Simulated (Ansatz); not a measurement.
`C[O][In]([F])[Br]` + H₂S → `[F][In]([SH])[Br]` + CH₃OH at 500 K and 1 bar (ligand exchange at the In–O bond).

Isolated molecules relaxed with PBE0-D4/def2-TZVP in Ansatz; ΔE leaves out vibrations. CCSD(T)/CBS is the MP2 limit (def2-TZVPP, def2-QZVPP) plus CCSD(T) − MP2 in def2-TZVPP, frozen cores. This one scheme is used for every species. def2 core potentials past Kr. For Br, In outer-core shells are correlated without core-valence functions, which leaves a few kJ/mol of doubt a bond. Scalar relativity is left out up to krypton. One conformer a species, not always the lowest.

```tsv
species	CCSD(T)/CBS energy (Eh)	H − E (kJ/mol)	S (J/(mol·K))
`C[O][In]([F])[Br]`	-2978.03881	161.0	460.6
H₂S	-398.97279	57.0	224.0
`[F][In]([SH])[Br]`	-3261.42177	69.2	414.0
CH₃OH	-115.61712	157.0	265.4
```

H − E and S are ideal-gas, rigid-rotor, harmonic terms from PBE0-D4/def2-TZVP, for one conformer and one mirror image of each species. 1 Eh = 2625.50 kJ/mol, R = 8.31446 J/(mol·K).

**Question.** By hand: ΔE, ΔH, ΔS and ΔG.

**Answer.** ΔE = (-3261.42177) + (-115.61712) − (-2978.03881) − (-398.97279) = -0.02729 Eh = -71.6 kJ/mol. Δ(H − E) = 69.2 + 157.0 − 161.0 − 57.0 = 8.2, so ΔH = -63.4 kJ/mol. ΔS = 414.0 + 265.4 − 460.6 − 224.0 = -5.2 J/(mol·K). ΔG = -63.4 − 500 × (-5.2)/1000 = -60.8 kJ/mol.

**Question.** By hand: the equilibrium constant, and the temperature at which ΔG would vanish if ΔH and ΔS stayed fixed.

**Answer.** log₁₀ K = −ΔG/(RT ln 10) = 6.4. ΔG = 0 at ΔH/ΔS = 12192 K, far beyond where these terms or the molecules hold.

The number of gas molecules stays the same, so ΔS is small and ΔH decides. A doubt of 5 kJ/mol in ΔE shifts log₁₀ K by 0.5 here. Other conformers and mirror images would add mixing entropy, several J/(mol·K) or more a flexible species. Modes under 60 cm⁻¹, often nearly free rotors, make the harmonic entropy too high. These are equilibria of isolated gas molecules and say nothing of rates. Largest T1 diagnostic: 0.015 (customary marks: 0.02 for closed shells, 0.045 for open ones).
